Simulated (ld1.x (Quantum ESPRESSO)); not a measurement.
**W, TM: configuration errors across variants**

W (Z = 74), norm-conserving Troullier–Martins (Kleinman–Bylander form), made with ld1.x (Quantum ESPRESSO) 7.5 (PBEsol, scalar-relativistic). Core [Kr] 4d10 4f14 5s2, reference 5p6 5d4 6s2 6p0. Waves: 6s (bound): rc 2.50 bohr; 5d (bound): rc 1.50 bohr; 5f channel at 0.25 Ry: rc 1.90 bohr; 5p (bound): rc 1.45 bohr. Local part: the p channel. Core correction: a·sin(br)/r model core inside 1.00 bohr.

All-electron excitation energies from the reference (eV): (1) 5p6 5d4 6s1 6p0 8.925; (2) 5p6 5d4 6s0 6p0 24.620; (3) 5p6 5d3 6s0 6p0 50.023; (4) 5p6 5d4 6s0 6p1 14.435; (5) 5p6 5d2 6s0 6p0 87.250; (6) 5p6 5d4 6s0 6p2 9.338.

Tests that are not counted but printed errors over 1 eV. “base”: 5p6 5d3 6s2 6p0 (solver errors, printed error -14.3 eV). “all radii but the core radius scaled by about 0.92 (s 2.30, p 1.34, d 1.38, f 1.76 bohr)”: 5p6 5d3 6s2 6p0 (solver errors, printed error -14.8 eV).

A true bound ghost makes a file unfit for plane-wave use even where its test errors are small: the radial tests pick states by their node count and pass the ghost by. Where a test does run into it, the solver fails or the error is huge.

Errors AE − PS in meV (a dash: test not solved or not reliable):

```tsv
change	(1)	(2)	(3)	(4)	(5)	(6)	bound ghosts
base	-12	-41	-7.5	+20	-13	+45	s
all radii but the core radius scaled by about 0.75 (s 1.86, p 1.08, d 1.12, f 1.42 bohr)	-34	-25	-36	+9.2	-117	+23	f, s
all radii but the core radius scaled by about 0.92 (s 2.30, p 1.34, d 1.38, f 1.76 bohr)	-16	-36	-13	+4.6	-35	+22	f, s
all radii but the core radius scaled by about 1.09 (s 2.72, p 1.58, d 1.64, f 2.06 bohr)	-10	-41	-8.8	+52	-15	+90	s
all radii but the core radius scaled by about 1.15 (s 2.88, p 1.66, d 1.72, f 2.18 bohr)	-9.7	-40	-15	+82	-31	+131	s
all radii but the core radius scaled by about 1.21 (s 3.02, p 1.74, d 1.80, f 2.30 bohr)	-9.1	-40	-29	+118	-61	+181	s
all radii but the core radius scaled by about 1.30 (s 3.24, p 1.88, d 1.94, f 2.46 bohr)	-8.8	-44	-68	+179	-143	+268	s
all radii but the core radius scaled by about 1.37 (s 3.42, p 1.98, d 2.06, f 2.60 bohr)	-9.2	-51	-109	+220	-226	+329	s
```

(1) Give the same row for: all radii but the core radius scaled by about 0.82 (s 2.04, p 1.18, d 1.22, f 1.56 bohr).

Answers

(1) +27, -25, -20, +3.7, -70, +16; bound ghosts: f, s. Not counted: 5p6 5d3 6s2 6p0 (solver errors, printed error -1040 eV).
